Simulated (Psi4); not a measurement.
## The standard entropy of AlBH2OF2 (SMILES O[B](F)[AlH][F]) from a frequency calculation

A singlet with charge 0, relaxed at BP86/def2-SVP (density fitting) (Psi4 1.11):

```xyz
7

O     0.4684   -0.1712    1.7835
B     0.5189   -0.6816    0.5214
F     1.1796   -1.8452    0.3940
Al   -0.4081    0.3004   -1.1608
F    -1.1750    1.7421   -0.7117
H    -0.0247    0.6701    1.8200
H    -0.5034   -0.0764   -2.7086
```

Harmonic wavenumbers in cm⁻¹: 61, 66, 252, 338, 353, 512, 559, 604, 648, 808, 952, 1207, 1352, 1895, 3727.

Masses in u: O 15.999, B 10.81, F 18.998, Al 26.982, H 1.008. Take T = 298.15 K, p = 1 bar, R = 8.3145 J/(mol K), kT/hc = 207.22 cm⁻¹, rigid rotor and harmonic oscillator.

Compute the standard molar entropy.


1. Translation (Sackur–Tetrode): S = R[3/2 ln M + 5/2 ln T − 1.1517] with M = 93.803 gives 165.5 J/(mol K).
2. Rotation: principal moments 69.362, 238.364, 307.726 u Å² give A, B, C = 0.243, 0.0707, 0.0548 cm⁻¹; the symmetry number is σ = 1; q = (√π/σ)√((kT/hc)³/ABC) = 172314; S = R(ln q + 3/2) = 112.7.
3. Vibration: with u = ν̃/207.22, each mode gives R[u/(eᵘ − 1) − ln(1 − e⁻ᵘ)]; the sum is 63.3, most from 61 cm⁻¹ (18.5), 66 cm⁻¹ (17.9), 252 cm⁻¹ (7.2).
4. Spin: R ln 1 = 0.0.
5. Sum: 165.5 + 112.7 + 63.3 + 0.0 = 341.5 J/(mol K).

No measured value is set beside it here. Where a soft mode is a torsion, a harmonic oscillator describes it poorly.
